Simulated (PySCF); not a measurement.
Species: C4H4FNSi.
Numbering: `[N:1]#[C:2][C:3]1=[CH:4][C@H:5]([F:6])[SiH2:7]1` (hydrogens: H8 on C4; H9 on C5; H10, H11 on Si7)

Method: PBE0-D3(BJ)/def2-SVP geometry optimisation, gas phase (PySCF 2.14.0); density fitting, grid level 1; the optimiser is geomeTRIC in internal coordinates, started from a GFN2-xTB structure with every atom displaced at random (about 0.01 Å).

Step 1: E = -16274.1604 eV
```
atom  x, y, z in Å  |  force x, y, z in eV/Å
N1      3.3871   -0.5022    0.6732    0.148  -0.288   0.025
C2      2.2524   -0.4527    0.4395   -0.141   0.306  -0.053
C3      0.8759   -0.2395    0.1630    0.369  -0.091   0.059
C4      0.2936    0.9806    0.0801   -0.600  -0.199  -0.052
C5     -1.1459    0.7332   -0.3132   -0.170   0.231   0.142
F6     -2.0556    1.2690    0.5744    0.113  -0.108   0.056
Si7    -0.7360   -1.1610   -0.1740    0.068   0.703  -0.011
H8      0.7371    1.9669    0.2569    0.103   0.011   0.021
H9     -1.4008    1.1551   -1.3012    0.140  -0.172  -0.141
H10    -0.8254   -1.9551   -1.4199   -0.001  -0.252  -0.079
H11    -1.3443   -1.8205    1.0049   -0.029  -0.142   0.034
```

Step 2: E = -16274.1980 eV
```
atom  x, y, z in Å  |  force x, y, z in eV/Å
N1      3.3906   -0.6205    0.6604   -0.043  -0.216  -0.021
C2      2.2622   -0.4677    0.4348   -0.133   0.498  -0.022
C3      0.8942   -0.1965    0.1671   -0.165  -0.270  -0.045
C4      0.2591    0.9995    0.0847    0.208   0.208   0.044
C5     -1.1702    0.7492   -0.3175   -0.072  -0.094   0.165
F6     -2.0853    1.2634    0.5744    0.114  -0.042  -0.089
Si7    -0.7156   -1.1217   -0.1700    0.044   0.066  -0.074
H8      0.6918    1.9922    0.2624    0.031   0.044   0.034
H9     -1.4131    1.1434   -1.3209    0.065  -0.049  -0.004
H10    -0.7715   -1.9592   -1.4023   -0.032  -0.095   0.035
H11    -1.3041   -1.8081    1.0107   -0.017  -0.050  -0.021
```

**Question.** Estimate the geometry and energy of step 3. (The exact step hangs on the optimiser's Hessian estimate; all steps are aligned on step 2, rigid shifts and turns removed.)

**Answer.** E = -16274.2149 eV, largest force 0.202 eV/Å
```
atom  x, y, z in Å  |  force x, y, z in eV/Å
N1      3.3717   -0.6582    0.6425   -0.073  -0.082  -0.022
C2      2.2506   -0.4466    0.4259    0.117   0.164   0.019
C3      0.8857   -0.1806    0.1649   -0.053  -0.053   0.009
C4      0.2568    1.0195    0.0955    0.127   0.013  -0.026
C5     -1.1667    0.7504   -0.3155   -0.053   0.066   0.120
F6     -2.0855    1.2591    0.5698   -0.035   0.021  -0.088
Si7    -0.7137   -1.1146   -0.1704    0.062  -0.165  -0.069
H8      0.6921    2.0120    0.2806   -0.042  -0.032   0.011
H9     -1.3957    1.1293   -1.3275   -0.018   0.026   0.007
H10    -0.7583   -1.9812   -1.3895   -0.035   0.021   0.073
H11    -1.2987   -1.8151    1.0076    0.003   0.021  -0.033
```

The energy changes by -0.0170 eV. The first-order estimate −F·Δx gives -0.0298 eV and the mean of the old and new forces, exact on a quadratic surface, -0.0171 eV. The step makes an angle of 60° with the force vector and moves no atom by more than 0.046 Å.

The cost below is that of the whole optimisation. On one thread, Arm Neoverse V1 (aarch64) (shared host), this took 48 s wall and 0.53 GiB of memory at its peak.
